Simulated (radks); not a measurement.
Values are calculated unless marked as measured or tabulated.
Question: Te+, 51 electrons, occupied as [Kr] 4d10 5s2 5p3. Code: a radial shooting solver on a logarithmic mesh with Libxc functionals. Model: Dirac Kohn-Sham, PBEsol, spin-unpolarised, spherical densities, finite nucleus; open shells are shared between the two j in proportion to 2j + 1; Fermi nuclear charge, rms radius 4.7423 fm. Some entries of the table are withheld. Estimate them.

orbital  occ.  eigenvalue (eV)  <r^2> (bohr^2)  <1/r> (bohr^-1)
1s1/2       2        -31597.65        0.001049            55.55
2s1/2       2        -4851.975         0.01689            12.94
2p1/2       2              (1)         0.01251            12.92
2p3/2       4              (2)         0.01380            11.96
3s1/2       2        -972.6353          0.1187            4.600
3p1/2       2        -847.3084          0.1134            4.511
3p3/2       4        -796.1950          0.1217            4.273
3d3/2       4        -574.8533          0.1030            4.126
3d5/2       6        -564.1604          0.1054            4.065
4s1/2       2        -173.0537          0.6613            1.836
4p1/2       2        -129.9634          0.7331            1.724
4p3/2       4        -120.2201          0.7867            1.646
4d3/2       4              (3)           1.093            1.382
4d5/2       6              (4)           1.121            1.362
5s1/2       2         -23.4886           4.654           0.6416
5p1/2       1              (5)           6.614           0.5346
5p3/2       2              (6)           7.158           0.5113

Answer: 
(1) 2p1/2 eigenvalue (eV): -4547.328
(2) 2p3/2 eigenvalue (eV): -4273.054
(3) 4d3/2 eigenvalue (eV): -51.4640
(4) 4d5/2 eigenvalue (eV): -49.9917
(5) 5p1/2 eigenvalue (eV): -14.3629
(6) 5p3/2 eigenvalue (eV): -13.4229
